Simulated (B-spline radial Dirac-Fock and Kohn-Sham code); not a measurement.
Rh²⁺ 4d3/2: cross section and angular parameters

System: Rh²⁺ in the configuration 1s2 2s2 2p6 3s2 3p6 3d10 4s2 4p6 4d7; threshold 31.28 eV (orbital energy of the model). The computed values come from a radial finite-basis atomic code: Dirac-Hartree-Slater photoionisation with a Latter tail; cross sections with all multipoles, angular parameters from the dipole term and its interference with E2.

Input of the calculation (task.json; shells as n, l, electrons):

```json
{"items": [{
  "Z": 45,
  "q": 2,
  "cfg": [[1, 0, 2], [2, 0, 2], [2, 1, 6], [3, 0, 2], [3, 1, 6], [3, 2, 10], [4, 0, 2], [4, 1, 6], [4, 2, 7]],
  "A": 103,
  "rrms": 4.4945,
  "do": "xps",
  "hv": [80, 100, 150, 158.0, 184.0, 200, 261.0, 299.0, 330.0, 450.0, 464.0, 473.0, 572.0, 653.0, 672.0, 800, 1000.0, 1600.0, 2250.0, 2984.4, 3750.0, 4890.0, 5490.0, 6000, 8470.0, 9251.7, 9880.0, 9960.0, 13200.0, 14100.0]
}]}
```

Command: `python xray2_run.py task.json out`

For linearly polarised light dσ/dΩ = σ/(4π) [1 + β P₂(cos θ) + (δ + γ cos²θ) sin θ cos φ], with θ from the polarisation vector and φ the angle between the beam and the projection of the electron momentum on the plane normal to the polarisation.

```
hν (eV)   σ (kb)       β       γ       δ
     80      422   1.908  -0.051   0.006
    100        ?       ?       ?       ?
    150      147  -0.169   0.109  -0.020
    158      158  -0.022   0.093  -0.019
    184      176   0.316   0.053  -0.015
    200      179   0.459   0.035  -0.013
    261      162   0.800  -0.007  -0.006
    299      143   0.927  -0.019  -0.002
    330      127   1.004  -0.023   0.001
    450     79.5   1.179  -0.015   0.011
    464     75.3   1.192  -0.012   0.011
    473     72.8   1.199  -0.010   0.012
    572     50.4   1.262   0.018   0.018
    653     38.2   1.292   0.046   0.022
    672     35.9   1.297   0.053   0.023
    800     24.2   1.318   0.102   0.028
   1000     14.1   1.322   0.183   0.036
   1600     3.98   1.263   0.406   0.057
   2250     1.45   1.176   0.602   0.080
 2984.4    0.593   1.085   0.779   0.107
   3750    0.278   1.003   0.924   0.136
   4890    0.111   0.901   1.086   0.179
   5490   0.0732   0.856   1.154   0.201
   6000   0.0531   0.821   1.203   0.220
   8470   0.0147   0.689   1.379   0.307
 9251.7   0.0105   0.656   1.420   0.334
   9880  0.00816   0.632   1.450   0.355
   9960  0.00791   0.629   1.453   0.357
  13200  0.00262   0.526   1.567   0.460
  14100  0.00201   0.502   1.589   0.487
```

Q: Give the values at 100 eV.

A: σ = 84.9 kb, β = 0.952, γ = 0.069, δ = -0.003.
